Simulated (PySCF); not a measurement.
Work out the structure from these simulated measurements.

Formula: C4H8N2Si2.

| Quantity | Value |
| --- | --- |
| Dipole | 3.98 D [CAM-B3LYP/def2-SVPD] |
| UV, first state | lowest singlet excitation: 4.36 eV (284 nm, f = 0.005) [TDDFT CAM-B3LYP/def2-SVPD] |
| 13C NMR | chemical shifts (computed TMS as zero) by class: 167.3 (1 C), 163.1 (1 C), 136.8 (1 C), 119.5 (1 C) ppm [GIAO PBE0/pcSseg-1] |
| Triplet | lowest triplet excitation (Tamm–Dancoff): 3.14 eV [TDA CAM-B3LYP/def2-SVPD] |
| Polarisability | 117.8 au [CAM-B3LYP/def2-SVPD] |
| Rotational structure | rotational constants A, B, C: 2.460, 0.732, 0.668 GHz [GFN2-xTB] |

Electronic properties: PySCF, gas phase, density fitting. Levels stand in brackets. Isolated species at its GFN2-xTB geometry (one conformer only). NMR values are class means; diastereotopic atoms form classes of their own.

Question: Propose a structure and show how it fits.

Answer: Numbering: `[H]/[N:5]=[CH:4]\[C:3]([C:2]#[N:1])=[CH:6]\[SiH2:7][SiH3:8]`. Its formula, C4H8N2Si2, gives 4 degrees of unsaturation: 0 rings and 4 π bonds in the structure found. 4 carbons fall into 4 classes; from least to most shielded: imine carbon [C4] (167.3 ppm), alkene CH carbon [C6] (163.1 ppm), fully substituted alkene carbon [C3] (136.8 ppm), nitrile carbon [C2] (119.5 ppm). S1 is mainly HOMO−1→LUMO (weight 0.82); the largest Löwdin shares of the orbital it empties are 0.59 on the imine nitrogen, 0.14 on the imine carbon, 0.08 on the N–H hydrogen and 0.07 on the fully substituted alkene carbon, of the orbital it fills 0.30 on the alkene CH carbon, 0.18 on the fully substituted alkene carbon, 0.12 on the imine nitrogen and 0.08 on the SiH2 silicon. The optimised geometry has point group C1 and is an asymmetric top. Structure: `N(=C/C(=C/[SiH2][SiH3])C#N)/[H]`. Computed isomers that give other values at the same levels: `C[SiH2]C([SiH3])(C#N)C#N` (13C chemical shifts (computed TMS as zero) by class: 119.5 (2 C), -5.5 (1 C), -7.2 (1 C) ppm); `C#C[Si@]([SiH3])(C#N)NC` (13C chemical shifts (computed TMS as zero) by class: 124.6 (1 C), 103.8 (1 C), 89.1 (1 C), 33.0 (1 C) ppm); `C#C[Si@@H](CC#N)[SiH2]N` (13C chemical shifts (computed TMS as zero) by class: 127.4 (1 C), 107.4 (1 C), 85.9 (1 C), 1.3 (1 C) ppm). The assignments are read from this structure; whether some other isomer fits the data as well wasn't checked.

Conformer computed: `[H]/[N:5]=[CH:4]\[C:3]([C:2]#[N:1])=[CH:6]\[SiH2:7][SiH3:8]`: C2–C3–C4–N5 3°, C3–C6–Si7–Si8 77°.
